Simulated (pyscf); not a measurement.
Single points on ωB97X-D3(BJ)/def2-SVP structures (PySCF, gas phase).

Q: What is the homolytic dissociation enthalpy (298 K, ωB97M-D3(BJ)/def2-TZVP) of the As–In bond of `[AsH2][InH][AsH2]`, to AsH₂• + [H₂As–InH]•?

A: As–In to AsH₂• + [H₂As–InH]•: 52.1 kcal/mol. The 7 functionals that were run give +48.3 (M06-2X) to +61.5 kcal/mol (ωB97X-D3(BJ)). The radicals are drawn with the spin at the cut bond; how far it spreads was not checked. Other isomers of [H₂As–InH]• were not searched in full and may lie lower. Elements up to Kr have no core potential and no relativistic terms here. Elements past Kr carry the def2 core potentials, without spin-orbit coupling.
